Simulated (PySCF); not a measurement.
CH₉FO₂Si₃ (SMILES C[SiH2]O[SiH2]O[SiH2]F), singlet, at a GFN2-xTB geometry, atoms displaced at random by about 0.08 Å a coordinate; TPSS/STO-3G, gradient (PySCF).

PySCF was given this input:
```python
from pyscf import gto, scf, dft

mol = gto.M(
    atom='''
Si    1.875485   -0.781380    0.491991
F     3.247314   -0.894338    0.596478
O     1.204962    0.689077    0.406579
Si    0.110847    1.706622   -0.226878
O    -1.266231    1.025411   -0.619341
Si   -2.081222   -0.170302   -0.962599
C    -2.221429   -1.400405    0.555501
H     1.191665   -1.451654    2.044936
H     1.340358   -1.756182   -0.440500
H    -0.295897    2.527947    0.937206
H     0.781210    2.249533   -1.387596
H    -1.646268   -1.156576   -2.037787
H    -3.579369    0.316306   -1.343619
H    -2.603339   -0.911403    1.503093
H    -1.348618   -1.842194    0.992859
H    -3.004901   -2.180309    0.535538
''',
    basis='sto-3g',
    charge=0,
    spin=0,
    verbose=4,
)

mf = dft.RKS(mol)
mf.xc = 'tpss'
mf.grids.level = 0
mf.kernel()
g = mf.nuc_grad_method()
g.grid_response = False
grad = g.kernel()
```

Problem. What does PySCF print? Leave out banner, timings and long lists.

Solution. 
```
PySCF version 2.14.0

[INPUT] verbose = 4
[INPUT] num. atoms = 16
[INPUT] num. electrons = 82
[INPUT] charge = 0
[INPUT] spin (= nelec alpha-beta = 2S) = 0
[INPUT] symmetry False subgroup None
[INPUT] Mole.unit = angstrom
[INPUT] Symbol           X                Y                Z      unit          X                Y                Z       unit  Magmom
[INPUT]  1 Si     1.875485000000  -0.781380000000   0.491991000000 AA    3.544153000730  -1.476594199213   0.929728245751 Bohr   0.0
[INPUT]  2 F      3.247314000000  -0.894338000000   0.596478000000 AA    6.136534100466  -1.690053882791   1.127180059328 Bohr   0.0
[INPUT]  3 O      1.204962000000   0.689077000000   0.406579000000 AA    2.277048170508   1.302166808737   0.768322958000 Bohr   0.0
[INPUT]  4 Si     0.110847000000   1.706622000000  -0.226878000000 AA    0.209470471730   3.225048178157  -0.428737283689 Bohr   0.0
[INPUT]  5 O     -1.266231000000   1.025411000000  -0.619341000000 AA   -2.392829800434   1.937745955116  -1.170384867714 Bohr   0.0
[INPUT]  6 Si    -2.081222000000  -0.170302000000  -0.962599000000 AA   -3.932939584420  -0.321824138466  -1.819048477780 Bohr   0.0
[INPUT]  7 C     -2.221429000000  -1.400405000000   0.555501000000 AA   -4.197892415166  -2.646381913472   1.049744751922 Bohr   0.0
[INPUT]  8 H      1.191665000000  -1.451654000000   2.044936000000 AA    2.251920482230  -2.743228487629   3.864368982264 Bohr   0.0
[INPUT]  9 H      1.340358000000  -1.756182000000  -0.440500000000 AA    2.532909528870  -3.318703004891  -0.832424357871 Bohr   0.0
[INPUT] 10 H     -0.295897000000   2.527947000000   0.937206000000 AA   -0.559164291080   4.777127487416   1.771062662299 Bohr   0.0
[INPUT] 11 H      0.781210000000   2.249533000000  -1.387596000000 AA    1.476272945771   4.251001278171  -2.622176411542 Bohr   0.0
[INPUT] 12 H     -1.646268000000  -1.156576000000  -2.037787000000 AA   -3.110995647635  -2.185611882245  -3.850859330199 Bohr   0.0
[INPUT] 13 H     -3.579369000000   0.316306000000  -1.343619000000 AA   -6.764027108758   0.597731711557  -2.539071925762 Bohr   0.0
[INPUT] 14 H     -2.603339000000  -0.911403000000   1.503093000000 AA   -4.919597719399  -1.722302059107   2.840434109751 Bohr   0.0
[INPUT] 15 H     -1.348618000000  -1.842194000000   0.992859000000 AA   -2.548518666659  -3.481242128317   1.876231590310 Bohr   0.0
[INPUT] 16 H     -3.004901000000  -2.180309000000   0.535538000000 AA   -5.678439921432  -4.120186876924   1.012020149297 Bohr   0.0

nuclear repulsion = 573.296594209579
number of shells = 36
number of NR pGTOs = 168
number of NR cGTOs = 56
basis = sto-3g
ecp = {}

******** <class 'pyscf.dft.rks.RKS'> ********
method = RKS
initial guess = minao
damping factor = 0
level_shift factor = 0
DIIS = <class 'pyscf.scf.diis.CDIIS'>
diis_start_cycle = 1
diis_space = 8
diis_damp = 0
SCF conv_tol = 1e-09
SCF conv_tol_grad = None
SCF max_cycles = 50
direct_scf = True
direct_scf_tol = 1e-13
XC library pyscf.dft.libxc version 7.1.2
    S. Lehtola, C. Steigemann, M. J. T. Oliveira, and M. A. L. Marques,  SoftwareX 7, 1–5 (2018)
XC functionals = tpss
    J. Tao, J. P. Perdew, V. N. Staroverov, and G. E. Scuseria,  Phys. Rev. Lett. 91, 146401 (2003)
    J. P. Perdew, J. Tao, V. N. Staroverov, and G. E. Scuseria,  J. Chem. Phys. 120, 6898 (2004)
    J. Tao, J. P. Perdew, V. N. Staroverov, and G. E. Scuseria,  Phys. Rev. Lett. 91, 146401 (2003)
    J. P. Perdew, J. Tao, V. N. Staroverov, and G. E. Scuseria,  J. Chem. Phys. 120, 6898 (2004)
radial grids:
    Treutler-Ahlrichs [JCP 102, 346 (1995); DOI:10.1063/1.469408] (M4) radial grids

becke partition: Becke, JCP 88, 2547 (1988); DOI:10.1063/1.454033
pruning grids: <function nwchem_prune>
grids dens level: 0
symmetrized grids: False
atomic radii adjust function: <function treutler_atomic_radii_adjust>
small_rho_cutoff = 0
Set gradient conv threshold to 3.16228e-05
Initial guess from minao.
tot grids = 14800
init E= -1148.91876425042
  HOMO = -0.350126412843786  LUMO = -0.020130541941248  gap/eV = 8.97965
cycle= 1 E= -1147.9907854124  delta_E= 0.928  |g|= 0.991  |ddm|= 4.82
  HOMO = 0.0648710835548828  LUMO = 0.212290967230317  gap/eV = 4.01150
cycle= 2 E= -1147.42929471643  delta_E= 0.561  |g|= 1.85  |ddm|= 3.82
  HOMO = -0.100274862180105  LUMO = 0.165505787197359  gap/eV = 7.23226
cycle= 3 E= -1148.31801050029  delta_E= -0.889  |g|= 0.251  |ddm|= 2.55
  HOMO = -0.0856190025848471  LUMO = 0.190080094385868  gap/eV = 7.50215
cycle= 4 E= -1148.33835880154  delta_E= -0.0203  |g|= 0.0996  |ddm|= 0.565
  HOMO = -0.10052826972799  LUMO = 0.184429344229342  gap/eV = 7.75409
cycle= 5 E= -1148.34120253272  delta_E= -0.00284  |g|= 0.0324  |ddm|= 0.165
  HOMO = -0.0988802583064735  LUMO = 0.183885203299423  gap/eV = 7.69444
cycle= 6 E= -1148.34153964115  delta_E= -0.000337  |g|= 0.00679  |ddm|= 0.055
  HOMO = -0.0995781609930363  LUMO = 0.183420985761788  gap/eV = 7.70080
cycle= 7 E= -1148.34155521896  delta_E= -1.56e-05  |g|= 0.00104  |ddm|= 0.0118
  HOMO = -0.0996234690368994  LUMO = 0.183469161350992  gap/eV = 7.70334
cycle= 8 E= -1148.34155560538  delta_E= -3.86e-07  |g|= 0.000373  |ddm|= 0.00263
  HOMO = -0.0996258952206566  LUMO = 0.183450939926213  gap/eV = 7.70291
cycle= 9 E= -1148.34155567304  delta_E= -6.77e-08  |g|= 5.91e-05  |ddm|= 0.000888
  HOMO = -0.0996308017234455  LUMO = 0.183450112077421  gap/eV = 7.70302
cycle= 10 E= -1148.34155567449  delta_E= -1.45e-09  |g|= 2.25e-05  |ddm|= 0.000149
  HOMO = -0.0996304448635493  LUMO = 0.18344985091692  gap/eV = 7.70301
cycle= 11 E= -1148.34155567467  delta_E= -1.83e-10  |g|= 3.81e-06  |ddm|= 4.15e-05
  HOMO = -0.0996299285167888  LUMO = 0.183450194844763  gap/eV = 7.70300
Extra cycle  E= -1148.34155567468  delta_E= -7.28e-12  |g|= 4.13e-06  |ddm|= 1.36e-05
converged SCF energy = -1148.34155567468

******** <class 'pyscf.grad.rks.Gradients'> for <class 'pyscf.dft.rks.RKS'> ********
unit = Eh/Bohr
grid_response = False
--------------- RKS gradients ---------------
         x                y                z
0 Si     0.3829540758     0.0376938320    -0.0676530119
1 F    -0.3040956008     0.0120702143    -0.0196937824
2 O    -0.0155584859     0.0093248244     0.0056264070
3 Si    -0.0272928397    -0.0183036707    -0.0323677075
4 O    -0.0604956548    -0.0910374856    -0.0038049667
5 Si     0.1470792608     0.1628486201     0.0380040293
6 C     0.0421807329    -0.0360738897    -0.0292019635
7 H    -0.0321017758    -0.0306514875     0.0643989581
8 H    -0.0004468421    -0.0032618406     0.0155235197
9 H    -0.0093034232    -0.0081912585     0.0143999717
10 H     0.0034425755    -0.0139932413     0.0063607095
11 H    -0.0001749185    -0.0263540358    -0.0098741305
12 H    -0.0530403761     0.0166067817    -0.0123723606
13 H    -0.0048945653    -0.0148524216     0.0192821535
14 H    -0.0321915748     0.0168367840     0.0099651011
15 H    -0.0065695584     0.0065736066     0.0237412559
----------------------------------------------
```
